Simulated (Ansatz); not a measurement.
Start from `CC(F)[SiH2]N` and change one atom or group to get `BOC(C)F`.

Ansatz, PBE0-D4/def2-TZVP geometries, multiplicity 1. Each molecule was computed in one conformer, which needn't be the lowest.

```tsv
property	`CC(F)[SiH2]N`
LUMO energy (B3LYP/def2-TZVPP) / eV	0.06
HOMO energy (B3LYP/def2-TZVPP) / eV	-7.12
LUMO energy (ωB97M-V/def2-TZVPP) / eV	1.87
LUMO energy (PBE0/def2-TZVPP) / eV	0.35
HOMO energy (PBE0/def2-TZVPP) / eV	-7.32
HOMO–LUMO gap (PBE/def2-TZVPP) / eV	5.41
```

(1) What does the change do to each property? (Best estimate.)

## Answers

(1) The calculation gave: 
```json
{"property": "LUMO energy (B3LYP/def2-TZVPP) / eV", "`BOC(C)F`": "-0.95", "shift": "-1.01"}
{"property": "HOMO energy (B3LYP/def2-TZVPP) / eV", "`BOC(C)F`": "-8.77", "shift": "-1.65"}
{"property": "LUMO energy (ωB97M-V/def2-TZVPP) / eV", "`BOC(C)F`": "1.18", "shift": "-0.69"}
{"property": "LUMO energy (PBE0/def2-TZVPP) / eV", "`BOC(C)F`": "-0.69", "shift": "-1.04"}
{"property": "HOMO energy (PBE0/def2-TZVPP) / eV", "`BOC(C)F`": "-8.96", "shift": "-1.64"}
{"property": "HOMO–LUMO gap (PBE/def2-TZVPP) / eV", "`BOC(C)F`": "5.74", "shift": "0.33"}
```

With PBE0 the HOMO falls by 1.64 eV and the LUMO falls by 1.04 eV, so the gap widens by about 0.60 eV. PBE moves the HOMO by -1.53 eV and ωB97M-V by -1.70 eV.

B3LYP here is the variant with VWN-RPA as its local correlation; programs differ in this.
